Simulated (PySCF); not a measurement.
Strontium: a sound run and one with changed settings

Sound run: Sr+ [Kr] 5s1, Sr(2+) [Kr]. Calculation: PySCF 2.14, in x2c-SVPall; scalar relativity by spin-free X2C-1e. The sound run starts from symmetry-adapted Hartree-Fock orbitals and uses a fine grid where one is needed.

Changed run: initial guess atom, at most 3 SCF cycles. This setting is unsound on purpose.

| species | method | sound run (hartree) | changed run (hartree) | converged |
| --- | --- | --- | --- | --- |
| Sr+ | UHF | -3176.84871 | -3176.84864 | no |
| Sr+ | LDA | -3174.55011 | -3174.55011 | no |
| Sr+ | M06-L | -3178.60537 | -3178.60537 | no |
| Sr(2+) | UHF | -3176.46519 | -3176.46519 | no |
| Sr(2+) | LDA | -3174.13480 | -3174.13480 | no |
| Sr(2+) | M06-L | -3178.22800 | -3178.22800 | no |

The SCF was stopped early; the energies are upper bounds that still move, and correlated levels were skipped or rest on poor orbitals.
